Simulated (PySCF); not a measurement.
Compound: C₅H₉OS (doublet state).
Atom-mapped SMILES: `[CH3:1][C:2](=[O:3])[CH2:4][CH2:5][CH2:6][S:7]` (hydrogens: H8, H9, H10 on C1; H11, H12 on C4; H13, H14 on C5; H15, H16 on C6)

Level of theory: PySCF, UKS B3LYP, pcH-1 on C H O S, non-relativistic, mean-field spin-orbit, GIAO. The structure is a single GFN2-xTB conformer in the gas phase; no vibrational or solvent corrections. A GFN2-xTB geometry isn't a minimum of the functional, and hyperfine couplings can be far from their values at a DFT geometry, by a factor of two or more for some ions and for spin on atoms past the first row.

Output of the driver script. Atoms in this output count from 0.

```
UKS, coarse grid
  cycle   1  E = -669.21123722  |g| = 6.17e-01
  cycle   2  E = -668.11699695  |g| = 1.54e+00
  cycle   3  E = -669.31253636  |g| = 2.97e-01
  cycle   4  E = -669.35628734  |g| = 8.84e-02
  cycle   5  E = -669.35975048  |g| = 3.18e-02
  cycle   6  E = -669.36013985  |g| = 1.26e-02
  cycle   7  E = -669.36021387  |g| = 3.74e-03
  cycle   8  E = -669.36022445  |g| = 1.94e-03
  cycle   9  E = -669.36022956  |g| = 8.64e-04
UKS, final grid
  cycle   1  E = -669.36017804  |g| = 1.14e-03
  cycle   2  E = -669.36018175  |g| = 2.00e-03
  cycle   3  E = -669.36018454  |g| = 6.41e-04
  cycle   4  E = -669.36018715  |g| = 6.02e-04
  cycle   5  E = -669.36020694  |g| = 5.25e-04
  cycle   6  E = -669.36022171  |g| = 4.10e-04
  cycle   7  E = -669.36022855  |g| = 3.09e-04
  cycle   8  E = -669.36023969  |g| = 2.97e-04
  cycle   9  E = -669.36024018  |g| = 1.41e-04
  cycle  10  E = -669.36024032  |g| = 8.51e-05
  cycle  11  E = -669.36024042  |g| = 7.16e-05
  cycle  12  E = -669.36024043  |g| = 2.48e-05
E = -669.36024043 Eh   <S^2> = 0.7527 (exact 0.7500)
g shifts (ppm)      1          2          3
  rmc          -219       -219       -219
  gc            -16         47         33
  oz_so         -16      19846     509904
  total        -239      19675     509734
hyperfine (MHz)  atom isotope    a_iso     a_fc   dipolar eigenvalues
    0   13C       0.15       0.15     -0.25     -0.07      0.31
    1   13C      -0.27      -0.27     -0.33     -0.23      0.56
    2   17O      -0.87      -0.87     -1.19      0.49      0.70
    3   13C      -0.74      -0.74     -0.83     -0.01      0.85
    4   13C      -0.01      -0.01     -0.90     -0.79      1.69
    5   13C     -15.48     -15.48     -3.89     -2.37      6.26
    6   33S      15.63      15.63    -87.84    -86.96    174.80
    7    1H       0.08       0.08     -1.00     -0.93      1.92
    8    1H      -0.04      -0.04     -0.54     -0.52      1.06
    9    1H      -0.06      -0.06     -0.47     -0.44      0.91
   10    1H       1.40       1.40     -1.06     -1.01      2.07
   11    1H       2.81       2.81     -3.09     -3.00      6.10
   12    1H       0.63       0.63     -1.49     -1.35      2.84
   13    1H      -0.44      -0.44     -2.71     -2.41      5.13
   14    1H     102.35     102.35     -6.03     -1.87      7.90
   15    1H      65.29      65.29     -5.14     -2.40      7.54
```

Question: Can this result be taken as it stands? Point to the evidence in the output.

Answer: No. The largest g shift is +0.510, past the limit of 0.03 at which the run flags a species of elements up to argon. The orbital-Zeeman/spin–orbit term is second order, a sum of spin–orbit matrix elements over excitation energies, so it grows and becomes less reliable as an excited state comes close; a shift this large should be checked with a method that treats spin–orbit coupling variationally or among several states. The contact and dipolar couplings don't rest on that expansion, but they belong to the state that the SCF found, and a close-lying state with the spin in another orbital would have other couplings; no stability test was run. The run left out the spin–orbit part of the hyperfine coupling.

Question: Where is the spin in this solution (atoms counted from 1)?

Answer: The largest Mulliken spin population is on S7 (+0.97). ⟨S²⟩ = 0.7527 against the exact 0.7500, so spin contamination is small. 

Question: Average a_iso over equivalent nuclei, turn it into first-order splittings with g = 2.0023, and give the multiplets for abundant isotopes (0.05 mT or more).

Answer: 
```tsv
nuclei (from 1)	isotope	I	position	a_iso (MHz)	|a| (mT)	splits into
H15/H16	1H	1/2	2 bonds from S7	83.8	2.99	1:2:1 triplet
H11/H12	1H	1/2	4 bonds from S7	2.1	0.08	1:2:1 triplet
```

Nuclei that the bonding pattern makes equivalent are averaged, as if the motion that swaps them (rotation, inversion, ring flip) were fast. The 1H value of +83.8 MHz is a mean of couplings from 65.3 to 102.3 MHz in this one geometry, not an average over conformers.

The run took 68 s (grids of density and orbitals included) on one thread of an AMD EPYC 7B13, shared host with 96 logical CPUs at a one-minute load of 36, and the process peaked at 1.1 GiB of memory.
